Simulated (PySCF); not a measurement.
**Ionising ZnH**

r²SCAN; basis Zn pcseg-1, H pcseg-1; no relativity; PySCF 2.14. Neutral (UKS): doublet (σ ↑), Re = 1.622 Å, ωe = 1543 cm⁻¹, De = 1.16 eV, HOMO -4.66 eV, LUMO -2.48 eV.

ZnH⁺ (UKS): singlet (closed shell), Re = 1.526 Å, ωe = 1945 cm⁻¹, De = 2.43 eV to Zn⁺ + H. The energies at the minima are -1779.71049 hartree for ZnH and -1779.42272 for ZnH⁺.

Problem. Work out the adiabatic ionisation energy, without and with harmonic zero-point energies (1 hartree = 27.2114 eV, 1 eV = 8065.5 cm⁻¹), and the change of the bond length.

Solution. At r²SCAN: 0.28777 hartree = 7.831 eV between the minima; the zero-point term (1945.0 − 1543.0)/2 cm⁻¹ = +0.025 eV makes it 7.856 eV. Re changes by -9.6 pm against the neutral. The electron leaves a σ orbital, and the shorter bond of the ion fits an antibonding orbital, or a change in how ionic the bond is.

For an ion De counts to the pair picked by the measured ionisation energies or electron affinities, which need not be the lowest pair at this level. States were picked by a PBE0 search and need not be the measured ground states.
